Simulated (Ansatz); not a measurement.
Ansatz (a first-principles code) input (HF/3-21G): The .json file is the Basis Set Exchange's 3-21G.

Ansatz 0.2 input:
```yaml
crystal:
  periodic: [false, false, false]
  atoms:
    - {symbol: O, position_ang: [-1.13581298, 0.46397933, 1.36642011]}
    - {symbol: B, position_ang: [-0.88525841, -0.38059219, 0.28851178]}
    - {symbol: O, position_ang: [-1.75265737, -1.38811638, -0.09270253]}
    - {symbol: O, position_ang: [0.26651033, -0.19263559, -0.40825370]}
    - {symbol: Si, position_ang: [1.68190100, 0.66107943, -0.61301252]}
    - {symbol: H, position_ang: [-1.92996829, 0.38618166, 1.90103781]}
    - {symbol: H, position_ang: [-2.57508053, -1.54917410, 0.37673830]}
    - {symbol: H, position_ang: [1.40523281, 2.09519117, -0.88110250]}
    - {symbol: H, position_ang: [2.40891930, 0.09355052, -1.77067036]}
    - {symbol: H, position_ang: [2.54625489, 0.55628086, 0.58990211]}
basis:
  gaussian:
    orbitals: 3-21G.json
hamiltonian:
  xc: {name: HF}
phonons: {temperatures: {t_min: 298.15, t_max: 298.15, t_step: 100}}
```

Output:

```
Functional definition: HF
integrals: 0.01 GiB planned
666 factors; integrals over basis functions are off by at most 2.8e-4 eV
mean field: 0.14 GiB planned
mean field evaluation 1: about -14646.6457 eV, gradient 4.4e1 eV
mean field evaluation 2: about -14646.8943 eV, gradient 4.4e1 eV
mean field evaluation 4: about -14650.5003 eV, gradient 2.4e0 eV
mean field evaluation 8: about -14650.5315 eV, gradient 4.2e-2 eV
mean field -14650.53146007 eV, -538.3971006706 hartree, gradient 5.1e-5 eV, S^2 0.000000; 0 other end points of the search recorded, 0 dependent functions left out
the calculation of the forces begins
reference -14650.53146007 eV, -538.3971006706 hartree; 24, 24 occupied and 35, 35 virtual orbitals, 666 factors
these checks for a lower state are left out or cut short: stability, starts, cluster_reference, orbital_swaps, neighbouring_geometries, increment
integrals: 0.01 GiB planned
666 factors; integrals over basis functions are off by at most 2.8e-4 eV
mean field: 0.14 GiB planned
mean field evaluation 16: about -14650.5267 eV, gradient 1.5e0 eV
mean field -14650.53129816 eV, -538.3970947206 hartree, gradient 2.5e-6 eV, S^2 0.000000; 0 other end points of the search recorded, 0 dependent functions left out
the calculation of the forces begins
reference -14650.53129816 eV, -538.3970947206 hartree; 24, 24 occupied and 35, 35 virtual orbitals, 666 factors
these checks for a lower state are left out or cut short: stability, starts, cluster_reference, orbital_swaps, neighbouring_geometries, increment
integrals: 0.01 GiB planned
666 factors; integrals over basis functions are off by at most 2.8e-4 eV
mean field: 0.14 GiB planned
mean field evaluation 32: about -14650.5313 eV, gradient 2.5e-6 eV
mean field -14650.53130573 eV, -538.3970949988 hartree, gradient 2.5e-6 eV, S^2 0.000000; 0 other end points of the search recorded, 0 dependent functions left out
the calculation of the forces begins
reference -14650.53130573 eV, -538.3970949988 hartree; 24, 24 occupied and 35, 35 virtual orbitals, 666 factors
these checks for a lower state are left out or cut short: stability, starts, cluster_reference, orbital_swaps, neighbouring_geometries, increment
integrals: 0.01 GiB planned
666 factors; integrals over basis functions are off by at most 2.8e-4 eV
mean field: 0.14 GiB planned
mean field -14650.53136362 eV, -538.3970971262 hartree, gradient 2.5e-6 eV, S^2 0.000000; 0 other end points of the search recorded, 0 dependent functions left out
the calculation of the forces begins
reference -14650.53136362 eV, -538.3970971262 hartree; 24, 24 occupied and 35, 35 virtual orbitals, 666 factors
these checks for a lower state are left out or cut short: stability, starts, cluster_reference, orbital_swaps, neighbouring_geometries, increment
integrals: 0.01 GiB planned
666 factors; integrals over basis functions are off by at most 2.8e-4 eV
mean field: 0.14 GiB planned
mean field -14650.53136620 eV, -538.3970972211 hartree, gradient 2.5e-6 eV, S^2 0.000000; 0 other end points of the search recorded, 0 dependent functions left out
the calculation of the forces begins
reference -14650.53136620 eV, -538.3970972211 hartree; 24, 24 occupied and 35, 35 virtual orbitals, 666 factors
these checks for a lower state are left out or cut short: stability, starts, cluster_reference, orbital_swaps, neighbouring_geometries, increment
integrals: 0.01 GiB planned
666 factors; integrals over basis functions are off by at most 2.8e-4 eV
mean field: 0.14 GiB planned
mean field -14650.53125938 eV, -538.3970932953 hartree, gradient 2.5e-6 eV, S^2 0.000000; 0 other end points of the search recorded, 0 dependent functions left out
the calculation of the forces begins
reference -14650.53125938 eV, -538.3970932953 hartree; 24, 24 occupied and 35, 35 virtual orbitals, 666 factors
these checks for a lower state are left out or cut short: stability, starts, cluster_reference, orbital_swaps, neighbouring_geometries, increment
integrals: 0.01 GiB planned
666 factors; integrals over basis functions are off by at most 2.8e-4 eV
mean field: 0.14 GiB planned
mean field evaluation 64: about -14650.5267 eV, gradient 1.5e0 eV
mean field -14650.53126079 eV, -538.3970933473 hartree, gradient 2.5e-6 eV, S^2 0.000000; 0 other end points of the search recorded, 0 dependent functions left out
the calculation of the forces begins
reference -14650.53126079 eV, -538.3970933473 hartree; 24, 24 occupied and 35, 35 virtual orbitals, 666 factors
these checks for a lower state are left out or cut short: stability, starts, cluster_reference, orbital_swaps, neighbouring_geometries, increment
integrals: 0.01 GiB planned
666 factors; integrals over basis functions are off by at most 2.8e-4 eV
mean field: 0.14 GiB planned
[...]
these checks for a lower state are left out or cut short: stability, starts, cluster_reference, orbital_swaps, neighbouring_geometries, increment
integrals: 0.01 GiB planned
666 factors; integrals over basis functions are off by at most 2.8e-4 eV
mean field: 0.14 GiB planned
mean field -14650.53137661 eV, -538.3970976034 hartree, gradient 2.5e-6 eV, S^2 0.000000; 0 other end points of the search recorded, 0 dependent functions left out
the calculation of the forces begins
reference -14650.53137661 eV, -538.3970976034 hartree; 24, 24 occupied and 35, 35 virtual orbitals, 666 factors
these checks for a lower state are left out or cut short: stability, starts, cluster_reference, orbital_swaps, neighbouring_geometries, increment
integrals: 0.01 GiB planned
666 factors; integrals over basis functions are off by at most 2.8e-4 eV
mean field: 0.14 GiB planned
mean field -14650.53137764 eV, -538.3970976415 hartree, gradient 2.5e-6 eV, S^2 0.000000; 0 other end points of the search recorded, 0 dependent functions left out
the calculation of the forces begins
reference -14650.53137764 eV, -538.3970976415 hartree; 24, 24 occupied and 35, 35 virtual orbitals, 666 factors
these checks for a lower state are left out or cut short: stability, starts, cluster_reference, orbital_swaps, neighbouring_geometries, increment
integrals: 0.01 GiB planned
666 factors; integrals over basis functions are off by at most 2.8e-4 eV
mean field: 0.14 GiB planned
mean field evaluation 288: about -14650.5314 eV, gradient 2.5e-6 eV
mean field -14650.53144925 eV, -538.3971002729 hartree, gradient 2.5e-6 eV, S^2 0.000000; 0 other end points of the search recorded, 0 dependent functions left out
the calculation of the forces begins
reference -14650.53144925 eV, -538.3971002729 hartree; 24, 24 occupied and 35, 35 virtual orbitals, 666 factors
these checks for a lower state are left out or cut short: stability, starts, cluster_reference, orbital_swaps, neighbouring_geometries, increment
integrals: 0.01 GiB planned
666 factors; integrals over basis functions are off by at most 2.8e-4 eV
mean field: 0.14 GiB planned
mean field -14650.53144970 eV, -538.3971002896 hartree, gradient 2.5e-6 eV, S^2 0.000000; 0 other end points of the search recorded, 0 dependent functions left out
the calculation of the forces begins
reference -14650.53144970 eV, -538.3971002896 hartree; 24, 24 occupied and 35, 35 virtual orbitals, 666 factors
these checks for a lower state are left out or cut short: stability, starts, cluster_reference, orbital_swaps, neighbouring_geometries, increment
integrals: 0.01 GiB planned
666 factors; integrals over basis functions are off by at most 2.8e-4 eV
mean field: 0.14 GiB planned
mean field -14650.53140290 eV, -538.3970985697 hartree, gradient 2.5e-6 eV, S^2 0.000000; 0 other end points of the search recorded, 0 dependent functions left out
the calculation of the forces begins
reference -14650.53140290 eV, -538.3970985697 hartree; 24, 24 occupied and 35, 35 virtual orbitals, 666 factors
these checks for a lower state are left out or cut short: stability, starts, cluster_reference, orbital_swaps, neighbouring_geometries, increment
integrals: 0.01 GiB planned
666 factors; integrals over basis functions are off by at most 2.8e-4 eV
mean field: 0.14 GiB planned
mean field -14650.53140605 eV, -538.3970986855 hartree, gradient 2.5e-6 eV, S^2 0.000000; 0 other end points of the search recorded, 0 dependent functions left out
the calculation of the forces begins
reference -14650.53140605 eV, -538.3970986855 hartree; 24, 24 occupied and 35, 35 virtual orbitals, 666 factors
these checks for a lower state are left out or cut short: stability, starts, cluster_reference, orbital_swaps, neighbouring_geometries, increment
integrals: 0.01 GiB planned
666 factors; integrals over basis functions are off by at most 2.8e-4 eV
mean field: 0.14 GiB planned
mean field evaluation 320: about -14650.5314 eV, gradient 1.6e-2 eV
mean field -14650.53145027 eV, -538.3971003106 hartree, gradient 2.5e-6 eV, S^2 0.000000; 0 other end points of the search recorded, 0 dependent functions left out
the calculation of the forces begins
reference -14650.53145027 eV, -538.3971003106 hartree; 24, 24 occupied and 35, 35 virtual orbitals, 666 factors
these checks for a lower state are left out or cut short: stability, starts, cluster_reference, orbital_swaps, neighbouring_geometries, increment
integrals: 0.01 GiB planned
666 factors; integrals over basis functions are off by at most 2.8e-4 eV
mean field: 0.14 GiB planned
mean field -14650.53145172 eV, -538.3971003637 hartree, gradient 2.5e-6 eV, S^2 0.000000; 0 other end points of the search recorded, 0 dependent functions left out
the calculation of the forces begins
reference -14650.53145172 eV, -538.3971003637 hartree; 24, 24 occupied and 35, 35 virtual orbitals, 666 factors
these checks for a lower state are left out or cut short: stability, starts, cluster_reference, orbital_swaps, neighbouring_geometries, increment
integrals: 0.01 GiB planned
666 factors; integrals over basis functions are off by at most 2.8e-4 eV
mean field: 0.14 GiB planned
mean field -14650.53141716 eV, -538.3970990938 hartree, gradient 2.5e-6 eV, S^2 0.000000; 0 other end points of the search recorded, 0 dependent functions left out
the calculation of the forces begins
reference -14650.53141716 eV, -538.3970990938 hartree; 24, 24 occupied and 35, 35 virtual orbitals, 666 factors
these checks for a lower state are left out or cut short: stability, starts, cluster_reference, orbital_swaps, neighbouring_geometries, increment
integrals: 0.01 GiB planned
666 factors; integrals over basis functions are off by at most 2.8e-4 eV
mean field: 0.14 GiB planned
mean field evaluation 352: about -14650.5314 eV, gradient 2.5e-6 eV
mean field -14650.53141374 eV, -538.3970989680 hartree, gradient 2.5e-6 eV, S^2 0.000000; 0 other end points of the search recorded, 0 dependent functions left out
the calculation of the forces begins
reference -14650.53141374 eV, -538.3970989680 hartree; 24, 24 occupied and 35, 35 virtual orbitals, 666 factors
these checks for a lower state are left out or cut short: stability, starts, cluster_reference, orbital_swaps, neighbouring_geometries, increment
integrals: 0.01 GiB planned
666 factors; integrals over basis functions are off by at most 2.8e-4 eV
mean field: 0.14 GiB planned
mean field -14650.53144260 eV, -538.3971000285 hartree, gradient 2.5e-6 eV, S^2 0.000000; 0 other end points of the search recorded, 0 dependent functions left out
the calculation of the forces begins
reference -14650.53144260 eV, -538.3971000285 hartree; 24, 24 occupied and 35, 35 virtual orbitals, 666 factors
these checks for a lower state are left out or cut short: stability, starts, cluster_reference, orbital_swaps, neighbouring_geometries, increment
integrals: 0.01 GiB planned
666 factors; integrals over basis functions are off by at most 2.8e-4 eV
mean field: 0.14 GiB planned
mean field -14650.53144542 eV, -538.3971001324 hartree, gradient 2.5e-6 eV, S^2 0.000000; 0 other end points of the search recorded, 0 dependent functions left out
the calculation of the forces begins
reference -14650.53144542 eV, -538.3971001324 hartree; 24, 24 occupied and 35, 35 virtual orbitals, 666 factors
Total energy: -14650.53146007 eV, -538.3971006706 hartree
Atom 0 at    -1.135813     0.463979     1.366420 Å, force    -0.000713    -0.001503    -0.001020 eV/Å
Atom 1 at    -0.885258    -0.380592     0.288512 Å, force     0.001331     0.000442    -0.000570 eV/Å
Atom 2 at    -1.752657    -1.388116    -0.092703 Å, force     0.000695     0.001133     0.000647 eV/Å
Atom 3 at     0.266510    -0.192636    -0.408254 Å, force    -0.001083     0.000364     0.001221 eV/Å
Atom 4 at     1.681901     0.661079    -0.613013 Å, force     0.000144     0.000390     0.000297 eV/Å
Atom 5 at    -1.929968     0.386182     1.901038 Å, force     0.000911     0.000436    -0.000250 eV/Å
Atom 6 at    -2.575081    -1.549174     0.376738 Å, force    -0.000179    -0.000369    -0.000247 eV/Å
Atom 7 at     1.405233     2.095191    -0.881103 Å, force    -0.000096    -0.000708    -0.000294 eV/Å
Atom 8 at     2.408919     0.093551    -1.770670 Å, force    -0.000700     0.000233     0.000787 eV/Å
Atom 9 at     2.546255     0.556281     0.589902 Å, force    -0.000310    -0.000419    -0.000571 eV/Å
Dipole moment:    -0.465037     0.062325     0.425920 e Å
Vibrations: 51.72 61.14 117.12 324.78 407.21 490.35 516.22 709.25 711.29 800.00 801.30 951.29 1018.49 1021.43 1024.00 1102.43 1161.19 1475.94 1648.92 2287.21 2297.53 2325.45 3955.11 3962.98 cm⁻¹, zero-point energy 1.811555 eV
```

The blocks after the first are displaced geometries, from whose forces the wavenumbers follow.
